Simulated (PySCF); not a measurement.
**Atomic charges against the basis set**

C2H7O2PSi.
Structure used (PBE0-D3(BJ)/def2-SVP), in Å, numbered top down from 1:
```xyz
13
C2H7O2PSi angstrom
C      2.506    0.498   -0.098
C      1.302   -0.373    0.080
O      1.318   -1.549    0.343
O      0.148    0.293   -0.080
Si    -1.296   -0.621    0.116
P     -2.889    0.897   -0.374
H      2.468    0.986   -1.083
H      3.419   -0.099    0.000
H      2.493    1.298    0.657
H     -1.362   -1.145    1.507
H     -1.358   -1.716   -0.888
H     -2.849    1.501    0.920
H     -3.933   -0.012   -0.011
```

PBE0 throughout (PySCF), one geometry, spherical d and f functions. Isolated species at its PBE0-D3(BJ)/def2-SVP geometry (one conformer only). Atoms taken as equivalent share a column and are averaged. The first 7 of 9 kinds of atom are listed.

Mulliken charges (e):

```csv
basis,functions,C1,C2,O3,O4,Si5,P6,H7/H8/H9
STO-3G,45,-0.260,+0.225,-0.256,-0.327,+0.551,+0.150,+0.097
6-31G,76,-0.533,+0.526,-0.403,-0.670,+0.752,-0.128,+0.210
pcSseg-0,76,-0.666,+0.620,-0.480,-0.768,+0.721,-0.374,+0.268
6-31G*,106,-0.615,+0.615,-0.433,-0.571,+0.586,-0.214,+0.216
cc-pVDZ,127,-0.047,+0.195,-0.256,-0.394,+0.395,-0.133,+0.077
def2-SVP,127,-0.051,+0.199,-0.256,-0.443,+0.512,-0.132,+0.077
aug-cc-pVDZ,209,+0.194,+0.737,-0.515,-0.770,+0.039,-0.962,-0.043
"6-311+G(2d,p)",220,-0.717,+0.653,-0.423,-0.528,+0.640,-0.261,+0.176
def2-TZVP,240,-0.359,+0.330,-0.333,-0.327,+0.318,-0.238,+0.147
cc-pVTZ,286,-0.274,+0.308,-0.307,-0.301,+0.316,-0.145,+0.118
IGLO-III,298,-0.395,+0.494,-0.463,-0.494,+0.820,-0.034,+0.146
pcSseg-2,328,-0.043,+0.446,-0.424,-0.503,+0.619,-0.039,+0.056
```

IAO charges (e):

| basis | functions | C1 | C2 | O3 | O4 | Si5 | P6 | H7/H8/H9 |
| --- | --- | --- | --- | --- | --- | --- | --- | --- |
| STO-3G | 45 | -0.442 | +0.259 | -0.265 | -0.402 | +0.676 | +0.048 | +0.150 |
| 6-31G | 76 | -0.479 | +0.482 | -0.427 | -0.542 | +0.648 | -0.112 | +0.180 |
| pcSseg-0 | 76 | -0.478 | +0.478 | -0.420 | -0.538 | +0.646 | -0.140 | +0.177 |
| 6-31G* | 106 | -0.469 | +0.536 | -0.447 | -0.584 | +0.779 | -0.095 | +0.171 |
| cc-pVDZ | 127 | -0.469 | +0.532 | -0.442 | -0.578 | +0.771 | -0.107 | +0.170 |
| def2-SVP | 127 | -0.459 | +0.529 | -0.442 | -0.578 | +0.784 | -0.100 | +0.167 |
| aug-cc-pVDZ | 209 | -0.476 | +0.543 | -0.462 | -0.586 | +0.778 | -0.115 | +0.175 |
| 6-311+G(2d,p) | 220 | -0.479 | +0.544 | -0.463 | -0.593 | +0.803 | -0.103 | +0.176 |
| def2-TZVP | 240 | -0.480 | +0.548 | -0.462 | -0.597 | +0.815 | -0.106 | +0.175 |
| cc-pVTZ | 286 | -0.482 | +0.547 | -0.459 | -0.593 | +0.803 | -0.112 | +0.176 |
| IGLO-III | 298 | -0.481 | +0.546 | -0.463 | -0.596 | +0.809 | -0.102 | +0.176 |
| pcSseg-2 | 328 | -0.480 | +0.548 | -0.463 | -0.596 | +0.810 | -0.103 | +0.176 |

Some averages cover members that differ in this geometry, most widely: H7/H8/H9, Mulliken in aug-cc-pVDZ -0.095 to -0.013 e.

Problem. Which scheme is steadiest as the basis changes?

Solution. Largest range over the bases for any column: IAO 0.29 e, Mulliken 1.11 e. IAO charges move least and Mulliken charges most, counted in e. Without the minimal STO-3G basis the ranges are IAO 0.17, Mulliken 0.93 e.

Problem. How much do the charges still move between the two largest bases, IGLO-III and pcSseg-2?

Solution. At most, over all atoms: Mulliken 0.351 e, IAO 0.002 e.

Problem. What do the same runs give for the total energy, the frontier levels and the dipole moment?

Solution. 
| basis | energy (Eh) | HOMO (eV) | LUMO (eV) | μ (D) |
| --- | --- | --- | --- | --- |
| STO-3G | -851.0277 | -4.09 | 3.95 | 1.28 |
| 6-31G | -861.0682 | -7.60 | 0.04 | 1.20 |
| pcSseg-0 | -859.9504 | -7.73 | -0.12 | 1.28 |
| 6-31G* | -861.2206 | -7.62 | 0.24 | 1.28 |
| cc-pVDZ | -861.2763 | -7.62 | 0.22 | 1.33 |
| def2-SVP | -860.8972 | -7.67 | 0.10 | 1.34 |
| aug-cc-pVDZ | -861.2973 | -7.72 | -0.34 | 1.51 |
| 6-311+G(2d,p) | -861.3594 | -7.75 | -0.21 | 1.51 |
| def2-TZVP | -861.3837 | -7.71 | -0.05 | 1.53 |
| cc-pVTZ | -861.3793 | -7.70 | 0.01 | 1.49 |
| IGLO-III | -861.3856 | -7.70 | -0.08 | 1.59 |
| pcSseg-2 | -861.3953 | -7.74 | -0.10 | 1.50 |

The dipole is fixed by the density alone, so its range of 0.39 D shows that the density itself changes with the basis, not only its division among atoms.
